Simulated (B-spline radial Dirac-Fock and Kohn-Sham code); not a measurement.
# Ionisation of each subshell: La²²⁺

System: lanthanum as La²²⁺ in the configuration 1s2 2s2 2p6 3s2 3p6 3d10 4s2 4p5; nuclear rms radius 4.855 fm (A = 139).

Level of theory: ΔSCF Dirac-Fock with Breit, self-energy and vacuum polarisation, finite nucleus, configuration average; a radial B-spline solver. The model has no electron correlation. Energies are counted from the vacuum level. Subshells whose hole state is unreliable or did not converge are left out.

All terms are in eV, carry their sign (relaxation lowers the binding energy) and add up to the binding energy; ⟨r⟩ is the mean radius of the orbital in the initial state.

```
subshell  −ε (Koopmans)  relaxation    Gaunt  retardation     QED  binding energy  ⟨r⟩ (bohr)
      1s        39789.8      -53.61  -106.84         8.98  -49.92         39588.4       0.025
      2s         6968.7      -22.61   -10.51         0.67   -6.48          6929.7       0.107
   2p1/2         6593.5      -26.15   -18.27         2.02    0.39          6551.5       0.090
      3s         1999.7       -5.15    -1.80         0.11   -1.40          1991.4       0.281
   3p1/2         1841.2       -5.64    -3.20         0.34    0.08          1832.8       0.271
   3d3/2         1484.2       -6.67    -1.23         0.10    0.14          1476.6       0.253
   3d5/2         1466.2       -6.46    -0.77         0.11    0.09          1459.2       0.257
      4s          821.2       -0.58    -0.50         0.04   -0.38           819.8       0.603
      4p          740.8       -0.58    -0.66         0.12    0.00           739.7       0.628
```

For the deepest level, K (1s), the Breit terms make up -0.247 % of the binding energy, QED -0.126 % and orbital relaxation -0.135 %.

Going to the tabulated ground configuration of the next ion removes an electron from N2,3 (4p), computed at 739.7 eV. NIST lists 731 ± 4 eV as the ionisation energy of this species (theoretical), -8.66 eV from the computed value. Where a p, d or f shell is open in either ion the computed value averages over both j values and all terms, while the table refers to the lowest levels; that difference holds spin-orbit splitting (largest in heavy or highly charged ions), term energies where several electrons share open shells, and correlation, and it can reach 10 % or more.
